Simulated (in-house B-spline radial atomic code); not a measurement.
RPA and G0W0 on PBE: Kr6+

Configuration [Ar] 3d10 4s2, mean-field start PBE. Computed with a B-spline radial code for spherical atoms: all electrons, non-relativistic, point nucleus, each spin shell either full or empty, empty states to l = 9 with an (l + 1/2)⁻⁴ tail; G0W0 by contour deformation at full frequency.

Command:
```bash
python run_gw.py task.json out
```
Settings (radii: box in bohr, nucleus in fm):
```
Z                        36
electrons                30
configuration            [Ar] 3d10 4s2
hamiltonian              nr
method                   pbe,pbe
lmax                     9
spin_polarised           False
box_radius               9.29
intervals                50
ion_configuration        [Ar] 3d10 4s1
```

Time taken, with all properties: 5.5 s on 1 thread of Arm Neoverse N1, with other jobs on the host.

Energies (hartree):

| term | value |
| --- | --- |
| mean-field total | -2743.63028 |
| Hartree-Fock functional on these orbitals | -2742.43883 |
| direct second order | -2.6175 |
| second-order exchange | 0.76289 |
| SOSEX correction | 0.69947 |

(1) What is the RPA correlation energy, and what remains with SOSEX?

Quasi-particle levels (eV):

| level | occupied | mean field | Σx - vxc | Σc | QP weight | G0W0 |
| --- | --- | --- | --- | --- | --- | --- |
| 4s | yes | -100.71 | -4.97 | ? | ? | ? |
| 3d | yes | -175.03 | -21.10 | 3.80 | 0.928 | -192.32 |
| 4p | no | -84.17 | 8.05 | -1.89 | 0.960 | -78.01 |

G0W0 = mean field + (Σx - vxc) + Σc, with Σc (partial-wave tail included) taken at the quasi-particle energy. Only the outer levels were computed. Levels of low weight are left out.

(2) Where does G0W0 put 4s?

(3) What does it cost to remove one electron (to [Ar] 3d10 4s1) by differences of total energies, each species on its own start (correlation terms add to the Hartree-Fock functional)?

Answers

(1) RPA gives -2.2916 hartree (-2.08 eV per electron); RPA + SOSEX gives -1.5921, and the second-order doubles -1.8546 hartree (no singles). SOSEX takes back 31 % of the RPA value.

(2) At -108.22 eV, with Σc = -2.54 eV and a quasi-particle weight of 0.964. The tabulated removal energy is 109.13 ± 0.05 eV (NIST, tabulated theory); the calculation leaves out relativity, Breit and QED terms, and what these don't explain is the method's own error.

(3) PBE 108.12 eV, Hartree-Fock functional 105.32 eV, + RPA 108.11 eV, + RPA + SOSEX 107.45 eV, + second order 108.47 eV. Tabulated: 109.13 ± 0.05 eV (NIST, tabulated theory); the calculation leaves out relativity, Breit and QED terms, and what these don't explain is the method's own error.
